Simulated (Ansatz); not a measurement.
Reaction: SnH4 (SMILES [SnH4]) → SnH3 (SMILES [SnH3], doublet) + H (doublet) (the H-Sn bond breaks)
Each species at its own B3LYP-D3(BJ)/def2-TZVP minimum (Ansatz, a first-principles code).

Quantity: bond dissociation energy (electronic), in kcal/mol. UHF or UKS for unpaired electrons; spin-orbit terms are left out. Correlated methods leave the cores frozen (noble-gas shells, and filled d and f shells in the p block). Past Kr the def2 sets carry scalar-relativistic core potentials. CBS(X,Y): correlation extrapolated as X^-3, Hartree-Fock from the larger set. A bracket is a step between two methods taken in the basis named. For partners of very few electrons the exact lower level stands in for a higher one. Spin-orbit terms, left out, reach several kcal/mol for Br and I, and more for heavier atoms.

CCSD(T)/CBS(def2-TZVPP,def2-QZVPP) + [CCSDT(Q) - CCSD(T)]/def2-QZVPP + [CCSDTQ - CCSDT(Q)]/def2-SVP (Ansatz) gives 79.6 kcal/mol.

Problem. How far off this value is PBE/def2-TZVPD (Ansatz), in which direction, and how far these levels: r2SCAN/def2-TZVPD, B2PLYP/def2-TZVPD, CCSD(T)/CBS(def2-TZVPP,def2-QZVPP)?

Solution. PBE gives 76.0 kcal/mol, 3.6 kcal/mol below it. Differences of the others: r2SCAN/def2-TZVPD (Ansatz) -2.7; B2PLYP/def2-TZVPD (Ansatz) -1.8; CCSD(T)/CBS(def2-TZVPP,def2-QZVPP) (Ansatz) 0.0 kcal/mol.
